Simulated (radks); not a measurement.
Values are calculated unless marked as measured or tabulated.
Task: These are the eigenvalues of the occupied orbitals of an atom or ion with whole-number occupations (hartree). Code: a radial shooting solver on a logarithmic mesh with Libxc functionals. Model: non-relativistic Kohn-Sham, BLYP, spin-polarised, spherical densities, point nucleus.

orbital  eigenvalue
1s down   -259.1107
1s up     -259.1106
2s up     -34.00534
2s down   -33.94921
2p up     -29.93931
2p down   -29.89716
3s up      -7.34622
3s down    -7.23181
3p up      -6.12390
3p down    -6.01114
3d up      -4.12102

Which element is it, and in what charge state? The configuration may be excited. Open shells, if any, are filled with parallel spins first.

Result: Z = 26, iron, charge +6: Fe6+ in [Ar] 3d2. The list shows which subshells hold electrons but not how many an open one holds; the 1s level, -259.11 hartree, gives Z - s = 22.8 by -(Z - s)^2/2, which with screening narrows Z to a few neighbours, and the depths of the outer levels then fix element, charge and occupations together.
